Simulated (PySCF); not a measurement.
**Effect of structural changes**

Computed, not measured: TDDFT PBE0/aug-cc-pVDZ circular dichroism and optical rotation, one conformer, gas phase (PySCF 2.14.0). Geometry: GFN2-xTB.

Each molecule in one low-energy conformer. The parent is C#C[SiH2][C@@H]1[Se]C[C@H]1F.

The molecule is flexible and this is one conformer; a measurement averages over conformers. The calculation is non-relativistic, which matters for the atoms heavier than Zn.

**Question.** How does the specific rotation at 589.3 nm (origin-invariant length gauge) change along this series?
- C#C[SiH2][C@@H]1[Se]C[C@H]1F (base)
- C#C[SiH2][C@@H]1[Se]C[C@@H]1F (diastereomer)

**Answer.** 
| molecule | [α]589 (deg dm⁻¹ (g/mL)⁻¹) | S1 (eV) | R(S1), velocity form (10⁻⁴⁰ esu² cm²) |
| --- | --- | --- | --- |
| C#C[SiH2][C@@H]1[Se]C[C@H]1F | +137.3 | 3.85 | +10.6 |
| C#C[SiH2][C@@H]1[Se]C[C@@H]1F | -244.0 | 3.86 | +8.6 |

The specific rotation at 589.3 nm (origin-invariant length gauge) is lowest for C#C[SiH2][C@@H]1[Se]C[C@@H]1F and highest for C#C[SiH2][C@@H]1[Se]C[C@H]1F.
